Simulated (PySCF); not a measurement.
## [Dy(NH2)4]−: from a saddle point downhill

PySCF 2.14.0, RKS PBE0, Dy lcecp-1-SVP with ECP55, N def2-SVP, H def2-SVP; non-relativistic Hamiltonian with scalar-relativistic core potentials where named; density fitting; no spin-orbit coupling. Relaxed within the symmetry of its start, the geometry (D2d) is

```xyz
13

Dy    0.0000    0.0000    0.0000
N     1.1103    1.3912    1.3912
H     1.5002    1.1583    2.3054
H     1.5002    2.3054    1.1583
N    -1.1103   -1.3912    1.3912
H    -1.5002   -1.1583    2.3054
H    -1.5002   -2.3054    1.1583
N     1.1103   -1.3912   -1.3912
H     1.5002   -2.3054   -1.1583
H     1.5002   -1.1583   -2.3054
N    -1.1103    1.3912   -1.3912
H    -1.5002    2.3054   -1.1583
H    -1.5002    1.1583   -2.3054
```

and its lowest harmonic modes are -108, 89, 89, 93, 94, 100 cm⁻¹ (negative: unstable). It was moved along the lowest mode and relaxed again, within the group S4 that the move left.

**Question.** Where does it end, and how much lower?

**Answer.** In S4, 0.078 eV lower, after 26 steps:
```xyz
13

Dy    0.0000    0.0000    0.0000
N     1.3564    1.2110    1.3303
H     1.3042    1.4022    2.3308
H     2.2244    1.6461    1.0129
N    -1.3565   -1.3303    1.2110
H    -2.2241   -1.0128    1.6464
H    -1.3045   -2.3307    1.4021
N     1.3564   -1.2110   -1.3303
H     2.2244   -1.6461   -1.0129
H     1.3042   -1.4022   -2.3308
N    -1.3565    1.3303   -1.2110
H    -1.3045    2.3307   -1.4021
H    -2.2241    1.0128   -1.6464
```

**Question.** How do the contacts change?

**Answer.** 
| contact | saddle (Å) | end (Å) |
| --- | --- | --- |
| Dy1–N2 (NH2) | 2.259 | 2.253 |
| Dy1–N5 (NH2) | 2.259 | 2.253 |
| Dy1–N8 (NH2) | 2.259 | 2.253 |
| Dy1–N11 (NH2) | 2.259 | 2.253 |


No frequency check is given for the end.

An lcecp potential fixes the number of 4f electrons, so in runs with it no electron can move into or out of that shell.

State: singlet in the valence, with the 4f electrons in the core potential.
